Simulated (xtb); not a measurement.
xtb was given this input:
```
$ xtb mol.xyz --gfn 2 --opt vtight --json

# file mol.xyz
6

Sb     0.05346059     0.01749053     0.03327594
Cl     2.00150919    -0.40182812    -1.23812580
Cl     1.00112997    -1.00328348     1.88712972
Cl    -1.04874517     1.05002744    -1.92443611
Cl    -1.72203001    -1.66076278     0.00948296
Cl    -0.29891222     1.98320648     1.19044923
```

Question: Estimate the HOMO-LUMO gap that GFN2-xTB in xtb 6.7.1 returns for this input.

Answer: 3.30 eV

Question: What is the computed total energy at the end of the optimisation (GFN2-xTB)?

Answer: -25.1161 Eh

Question: Predict the dipole moment from GFN2-xTB.

Answer: 0.00 D
